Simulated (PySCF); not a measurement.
CH4BClOS, SMILES COB(S)Cl. Atoms are numbered in the order given.

```xyz
9

B     -0.1345     0.1423     0.0000
Cl    -0.5278     1.8747     0.0000
O     -1.1695    -0.7290     0.0000
C     -0.9798    -2.1380     0.0000
H     -0.4208    -2.4686     0.9021
H     -1.9769    -2.6180     0.0000
H     -0.4208    -2.4686    -0.9021
S      1.5968    -0.4475     0.0000
H      2.1487     0.7947     0.0000
```

Coordinates come from a PBE-D3(BJ)/def2-SVP optimisation. This is a generated structure with no PubChem entry under its InChIKey; it may be hypothetical. One conformer was computed; it need not be the lowest.

All values below come from M06-2X/def2-TZVP (PySCF).

Symmetry labels are those of the subgroup Cs that the program uses (full group Cs).

List the valence orbital energies around the gap with their symmetry. (An estimate is asked for; the answer gives what the named calculation found.)


```json
[
 {"orbital": "HOMO−7", "symmetry": "A'", "energy (eV)": "-14.01"},
 {"orbital": "HOMO−6", "symmetry": "A'", "energy (eV)": "-13.00"},
 {"orbital": "HOMO−5", "symmetry": "A'", "energy (eV)": "-12.02"},
 {"orbital": "HOMO−4", "symmetry": "A\"", "energy (eV)": "-11.82"},
 {"orbital": "HOMO−3", "symmetry": "A'", "energy (eV)": "-11.00"},
 {"orbital": "HOMO−2", "symmetry": "A\"", "energy (eV)": "-10.44"},
 {"orbital": "HOMO−1", "symmetry": "A'", "energy (eV)": "-10.06"},
 {"orbital": "HOMO", "symmetry": "A\"", "energy (eV)": "-9.18"},
 {"orbital": "LUMO", "symmetry": "A\"", "energy (eV)": "0.75"},
 {"orbital": "LUMO+1", "symmetry": "A'", "energy (eV)": "0.97"},
 {"orbital": "LUMO+2", "symmetry": "A'", "energy (eV)": "1.62"},
 {"orbital": "LUMO+3", "symmetry": "A'", "energy (eV)": "2.47"}
]
```
